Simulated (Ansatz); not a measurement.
`[GeH3]/[CH]=[N]/[InH2]`. The species carries charge 0 and has multiplicity 1. In: def2 effective core potential.

Z-matrix (Å, degrees):
```
Ge
C 1 1.983
H 1 1.533 2 109.3
H 1 1.542 2 109.7 3 -121.0
H 1 1.542 2 109.7 3 121.1
N 2 1.261 1 120.3 3 1.0
H 2 1.112 1 115.4 3 -179.0
In 6 2.096 2 116.6 1 180.0
H 8 1.713 6 118.0 2 -179.7
H 8 1.730 6 112.1 2 0.3
```

(1) What are the harmonic wavenumbers in cm⁻¹ at PBE0-D4/def2-TZVP (Ansatz, finite differences of forces, unscaled)? (An estimate is asked.)

(2) Is this a minimum?

(3) Give the ideal-gas thermochemistry at 298.15 K and 1 bar (rigid rotor, harmonic oscillator; point group Cs, symmetry number 1).

(4) And at 400, 500, 600, 800 and 1000 K?

Results:

(1) The calculation gave: 56, 97, 113, 115, 162, 356, 467, 484, 533, 539, 573, 716, 805, 857, 880, 908, 1345, 1668, 1782, 1849, 2128, 2133, 2178, 2844.

(2) Yes, all 24 modes are real.

(3) Zero-point energy 141.1 kJ/mol; H(298) − E = 165.1 kJ/mol; entropy 388.1 J/(mol·K), of which translation 176.1, rotation 119.0, vibration 93.0; G(298) − E = 49.4 kJ/mol. Modes under 100 cm⁻¹ are hindered rotations or soft bends, so the harmonic entropy is rough.

(4) 
```json
{"T (K)": "400", "H − E (kJ/mol)": "178.3", "S (J/mol/K)": "425.8", "G − E (kJ/mol)": "7.9"}
{"T (K)": "500", "H − E (kJ/mol)": "192.8", "S (J/mol/K)": "458.1", "G − E (kJ/mol)": "-36.3"}
{"T (K)": "600", "H − E (kJ/mol)": "208.6", "S (J/mol/K)": "486.9", "G − E (kJ/mol)": "-83.6"}
{"T (K)": "800", "H − E (kJ/mol)": "243.3", "S (J/mol/K)": "536.7", "G − E (kJ/mol)": "-186.1"}
{"T (K)": "1000", "H − E (kJ/mol)": "281.0", "S (J/mol/K)": "578.8", "G − E (kJ/mol)": "-297.7"}
```
